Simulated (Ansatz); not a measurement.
C$_{3}$H$_{5}$O (SMILES [CH2-]C(C)=O), charge -1, singlet, geometry from GFN2-xTB (a gas-phase anion, which may not be bound at this level); MP2/STO-3G in Ansatz (a quantum-chemistry and plane-wave program).

The Ansatz input:
Ansatz 0.2 input:
```yaml
crystal:
  periodic: [false, false, false]
  atoms:
    - {symbol: O, position_ang: [-0.67653394, 0.12080852, 1.21849510]}
    - {symbol: C, position_ang: [-0.06126888, 0.12894007, 0.10847307]}
    - {symbol: C, position_ang: [0.32612189, 1.21183915, -0.61146032]}
    - {symbol: C, position_ang: [0.29018244, -1.25671085, -0.49963221]}
    - {symbol: H, position_ang: [0.90307626, -1.82217287, 0.20553908]}
    - {symbol: H, position_ang: [0.12514782, 2.21732524, -0.26908379]}
    - {symbol: H, position_ang: [0.85011731, 1.12295012, -1.55489426]}
    - {symbol: H, position_ang: [0.83013761, -1.16372880, -1.44247163]}
    - {symbol: H, position_ang: [-0.62642017, -1.82525203, -0.67133345]}
basis:
  gaussian:
    orbitals: STO-3G
total_charge: -1
magnetization: {spin_polarized: false}
correlation: {method: mp2}
scf: {lower_state_search: off}
```

Task: Predict the main parts of the log of this Ansatz run.

Result: 
```
Functional definition: HF
these checks for a lower state are left out or cut short: stability, starts, cluster_reference, orbital_swaps, neighbouring_geometries, increment
350 factors; integrals over basis functions are off by at most 3.2e-5 eV
mean field evaluation 1: about -5132.0379 eV, gradient 3.2e1 eV
mean field evaluation 2: about -5132.2261 eV, gradient 3.2e1 eV
mean field evaluation 4: about -5135.5802 eV, gradient 2.3e0 eV
mean field evaluation 8: about -5135.6054 eV, gradient 6.6e-2 eV
mean field -5135.60541855 eV, -188.7300180934 hartree, gradient 2.7e-6 eV, S^2 0.000000; 0 other end points of the search recorded, 0 dependent functions left out
4 core orbitals not correlated
reference -5135.60541855 eV, -188.7300180934 hartree; 12, 12 occupied and 9, 9 virtual orbitals, 350 factors
second order -5.57913482 eV of doubles, -0.00000000 eV of singles
Total energy: -5141.18455338 eV, -188.9350475165 hartree
Checks for a lower state left out: stability, starts, cluster_reference, orbital_swaps, neighbouring_geometries, increment
```
